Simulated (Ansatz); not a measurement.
Relaxation of C3H7FSSi (13 atoms, charge 0, multiplicity 1), to a largest force component of 0.015 eV/Å in at most 40 steps.

Method: Ansatz, RKS B3LYP-D4/def2-SVP.

```xyz
13
Properties=species:S:1:pos:R:3
C 0.066 -1.866 0.447
C 0.373 -0.824 -0.641
S 1.645 -1.107 -1.683
C -0.371 0.463 -0.748
F -1.765 0.164 -0.530
Si 0.059 1.827 0.428
H 0.632 -2.738 0.365
H 0.226 -1.360 1.414
H -1.038 -2.065 0.388
H -0.395 0.837 -1.746
H -0.020 1.344 1.861
H 1.476 2.257 0.188
H -0.867 3.032 0.271
```

Where does it end, and by what steps?

The forces met the threshold. After 12 steps the energy has fallen by 0.442 eV; S3 moved furthest, 0.60 Å.

| step | energy less start (eV) | largest force component (eV/Å) | accepted |
| --- | --- | --- | --- |
| 0 | 0.0000 | 3.189 | yes |
| 1 | -0.3326 | 1.107 | yes |
| 2 | -0.4007 | 0.506 | yes |
| 3 | -0.3874 | 0.570 | no |
| 4 | -0.4154 | 0.084 | yes |
| 5 | -0.4250 | 0.168 | yes |
| 6 | -0.4330 | 0.202 | yes |
| 7 | -0.4371 | 0.131 | yes |
| 8 | -0.4391 | 0.261 | yes |
| 9 | -0.4411 | 0.104 | yes |
| 10 | -0.4412 | 0.079 | yes |
| 11 | -0.4415 | 0.129 | yes |
| 12 | -0.4421 | 0.006 | yes |

```xyz
13
Properties=species:S:1:pos:R:3
C -0.074 -1.892 0.353
C 0.437 -0.786 -0.519
S 1.905 -0.794 -1.245
C -0.469 0.402 -0.659
F -1.759 0.129 -0.192
Si 0.190 1.900 0.368
H 0.654 -2.710 0.413
H -0.292 -1.509 1.365
H -1.036 -2.263 -0.040
H -0.537 0.697 -1.720
H 0.407 1.429 1.764
H 1.456 2.406 -0.219
H -0.860 2.955 0.348
```

Whether the end is a true minimum wasn't checked by a vibrational analysis.

Run time: 24 s on 2 threads of AMD EPYC 9R45 96-Core Processor (Zen 5) (shared host), peak memory 0.35 GiB.
